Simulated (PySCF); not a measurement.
palladium atom (Pd), singlet (core potentials on Pd); DF-B3LYP/def2-TZVP (PySCF).

Input for PySCF:
```python
from pyscf import gto, scf, dft

mol = gto.Mole()
mol.atom = '''
    Pd    0.000000    0.000000    0.000000
'''
mol.basis = 'def2-tzvp'
mol.ecp = {'Pd': 'def2-tzvp'}
mol.charge = 0
mol.spin = 0
mol.verbose = 4
mol.build()

mf = dft.RKS(mol)
mf.xc = 'b3lyp'
mf = mf.density_fit(auxbasis='def2-universal-jkfit')
mf.kernel()
```

The log (banner, timings and long lists left out):

```
PySCF version 2.14.0

[INPUT] verbose = 4
[INPUT] num. atoms = 1
[INPUT] num. electrons = 18
[INPUT] charge = 0
[INPUT] spin (= nelec alpha-beta = 2S) = 0
[INPUT] symmetry False subgroup None
[INPUT] Mole.unit = angstrom
[INPUT] Symbol           X                Y                Z      unit          X                Y                Z       unit  Magmom
[INPUT]  1 Pd     0.000000000000   0.000000000000   0.000000000000 AA    0.000000000000   0.000000000000   0.000000000000 Bohr   0.0

nuclear repulsion = 0
number of shells = 14
number of NR pGTOs = 65
number of NR cGTOs = 40
basis = def2-tzvp
ecp = {'Pd': 'def2-tzvp'}

******** <class 'pyscf.df.df_jk.DFRKS'> ********
method = DFRKS
initial guess = minao
damping factor = 0
level_shift factor = 0
DIIS = <class 'pyscf.scf.diis.CDIIS'>
diis_start_cycle = 1
diis_space = 8
diis_damp = 0
SCF conv_tol = 1e-09
SCF conv_tol_grad = None
SCF max_cycles = 50
direct_scf = False
XC library pyscf.dft.libxc version 7.1.2
    S. Lehtola, C. Steigemann, M. J. T. Oliveira, and M. A. L. Marques,  SoftwareX 7, 1–5 (2018)
XC functionals = b3lyp
    P. J. Stephens, F. J. Devlin, C. F. Chabalowski, and M. J. Frisch,  J. Phys. Chem. 98, 11623 (1994)
radial grids:
    Treutler-Ahlrichs [JCP 102, 346 (1995); DOI:10.1063/1.469408] (M4) radial grids

becke partition: Becke, JCP 88, 2547 (1988); DOI:10.1063/1.454033
pruning grids: <function nwchem_prune>
grids dens level: 3
symmetrized grids: False
atomic radii adjust function: <function treutler_atomic_radii_adjust>
small_rho_cutoff = 0
Set gradient conv threshold to 3.16228e-05
Initial guess from minao.
tot grids = 22176
******** <class 'pyscf.df.df.DF'> ********
auxbasis = def2-universal-jkfit
init E= -118.611251343043
  HOMO = -1.104242181822  LUMO = -0.575128127354431  gap/eV = 14.39793
cycle= 1 E= -126.697611656435  delta_E= -8.09  |g|= 2.79  |ddm|= 4.14

WARN: HOMO 0.246941162241805 == LUMO 0.246941162241806

cycle= 2 E= -112.84733548729  delta_E= 13.9  |g|= 5.82  |ddm|= 6.21
  HOMO = -0.676443090659467  LUMO = -0.385713397352678  gap/eV = 7.91116
cycle= 3 E= -127.608767834583  delta_E= -14.8  |g|= 1.22  |ddm|= 5.91
  HOMO = -0.100097459411084  LUMO = -0.0719458199877265  gap/eV = 0.76605
cycle= 4 E= -127.879466134609  delta_E= -0.271  |g|= 0.477  |ddm|= 1.05
  HOMO = -0.159378803547005  LUMO = -0.0852209172342877  gap/eV = 2.01794
cycle= 5 E= -127.913982701591  delta_E= -0.0345  |g|= 0.113  |ddm|= 0.185
  HOMO = -0.180869929158351  LUMO = -0.0930039323219405  gap/eV = 2.39096
cycle= 6 E= -127.916024870404  delta_E= -0.00204  |g|= 0.00247  |ddm|= 0.0575
  HOMO = -0.181195973525341  LUMO = -0.0930929652880192  gap/eV = 2.39740
cycle= 7 E= -127.916026448228  delta_E= -1.58e-06  |g|= 0.000217  |ddm|= 0.00346
  HOMO = -0.181197083703485  LUMO = -0.0930801110834976  gap/eV = 2.39778
cycle= 8 E= -127.916026589713  delta_E= -1.41e-07  |g|= 8.57e-05  |ddm|= 0.00154
  HOMO = -0.181228310845613  LUMO = -0.0930845145840982  gap/eV = 2.39851
cycle= 9 E= -127.916026620884  delta_E= -3.12e-08  |g|= 1.5e-05  |ddm|= 0.00114
  HOMO = -0.181230742860879  LUMO = -0.0930854091589191  gap/eV = 2.39856
cycle= 10 E= -127.91602662092  delta_E= -3.6e-11  |g|= 6.62e-07  |ddm|= 7.58e-06
  HOMO = -0.18123104096516  LUMO = -0.0930854946641975  gap/eV = 2.39856
Extra cycle  E= -127.91602662092  delta_E= 1.99e-13  |g|= 1.24e-06  |ddm|= 1.12e-06
converged SCF energy = -127.91602662092
```
